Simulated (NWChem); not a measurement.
System: C$_{3}$H$_{7}$Br; SMILES CC(C)Br

Program: NWChem. Pople sets run with spherical d functions. This build's default masses of Se (78.918 u) and Br (79.917 u) are each other's, which moves their modes by up to 0.6 %. Each level has its own optimisation; frequencies are unscaled. Brackets give each atom's bonded neighbours.

```tsv
level	r C–C (Å)	r Br–C (Å)	r C–H [C(BrCCH)–H(C)] (Å)	highest harmonic frequency (cm⁻¹)	lowest (cm⁻¹)	zero-point energy (kcal/mol)	dipole (D)
Hartree-Fock/STO-3G	1.545	1.930	1.091	3760	248	70.6	1.87
Hartree-Fock/3-21G	1.525	2.010	1.077	3324	266	63.5	2.52
Hartree-Fock/6-31G*	1.520	1.985	1.078	3322	263	63.4	2.68
B3LYP/6-31G*	1.521	2.012	1.092	3153	248	59.5	2.50
LDA (Slater exchange, VWN5)/def2-SVP	1.502	1.962	1.111	3082	251	56.9	2.01
PBE/def2-SVP	1.521	1.997	1.108	3087	244	57.2	2.08
BLYP/def2-SVP	1.529	2.030	1.106	3058	242	57.0	2.10
PBE0/def2-SVP	1.513	1.972	1.099	(withheld)	252	59.1	(withheld)
```

Fill in the missing entries.


- PBE0/def2-SVP, highest harmonic frequency (cm⁻¹): 3176
- PBE0/def2-SVP, dipole (D): 2.15
